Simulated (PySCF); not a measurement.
C8H6S.
Bonds: C1–C2 (aromatic), C2–C3 (aromatic), C3–C4 (aromatic), C4–S5 (aromatic), S5–C6 (aromatic), C6–C7 (aromatic), C7–C8 (aromatic), C8–C9 (aromatic), C1–C9 (aromatic), C4–C8 (aromatic). Hydrogens: H10 on C1; H11 on C2; H12 on C3; H13 on C6; H14 on C7; H15 on C9.

Computed, not measured: PBE0/6-31G* geometry optimisation, gas phase (PySCF 2.14.0).

Question: List the bond lengths and angles at this level.

Answer: 
```json
{"bond": "C1–C2", "length (Å)": "1.404", "order": "aromatic"}
{"bond": "C2–C3", "length (Å)": "1.387", "order": "aromatic"}
{"bond": "C3–C4", "length (Å)": "1.396", "order": "aromatic"}
{"bond": "C4–S5", "length (Å)": "1.743", "order": "aromatic"}
{"bond": "S5–C6", "length (Å)": "1.736", "order": "aromatic"}
{"bond": "C6–C7", "length (Å)": "1.356", "order": "aromatic"}
{"bond": "C7–C8", "length (Å)": "1.436", "order": "aromatic"}
{"bond": "C8–C9", "length (Å)": "1.404", "order": "aromatic"}
{"bond": "C1–C9", "length (Å)": "1.384", "order": "aromatic"}
{"bond": "C4–C8", "length (Å)": "1.414", "order": "aromatic"}
{"bond": "C1–H10", "length (Å)": "1.086", "order": "single"}
{"bond": "C2–H11", "length (Å)": "1.086", "order": "single"}
{"bond": "C3–H12", "length (Å)": "1.086", "order": "single"}
{"bond": "C6–H13", "length (Å)": "1.083", "order": "single"}
{"bond": "C7–H14", "length (Å)": "1.085", "order": "single"}
{"bond": "C9–H15", "length (Å)": "1.087", "order": "single"}
```

Orders are formal, as drawn. A selection of angles:
```json
{"angle": "C2–C1–C9", "degrees": "120.8"}
{"angle": "C1–C2–C3", "degrees": "120.8"}
{"angle": "C2–C3–C4", "degrees": "118.3"}
{"angle": "C3–C4–S5", "degrees": "127.2"}
{"angle": "C3–C4–C8", "degrees": "121.6"}
{"angle": "S5–C4–C8", "degrees": "111.1"}
{"angle": "C4–S5–C6", "degrees": "91.2"}
{"angle": "S5–C6–C7", "degrees": "113.2"}
{"angle": "C6–C7–C8", "degrees": "112.7"}
{"angle": "C7–C8–C9", "degrees": "129.5"}
{"angle": "C4–C8–C7", "degrees": "111.7"}
{"angle": "C4–C8–C9", "degrees": "118.8"}
{"angle": "C1–C9–C8", "degrees": "119.6"}
```

The 5-membered ring C4–S5–C6–C7–C8 has internal angles of 91.2° to 113.2°; it is planar, 0.00 Å rms from its mean plane, widest ring torsion 0°. The 9 heavy atoms lie in one plane (0.001 Å rms). The 8 C–C bonds span 1.356 Å (C6–C7, aromatic) to 1.436 Å (C7–C8, aromatic), a spread of 0.080 Å. The 6-membered ring C1–C2–C3–C4–C8–C9 has internal angles of 118.3° to 121.6°; it is planar, 0.00 Å rms from its mean plane, widest ring torsion 0°.

Point group: Cs (tolerance 0.08 Å). Whether it is a minimum is left open (no frequencies).
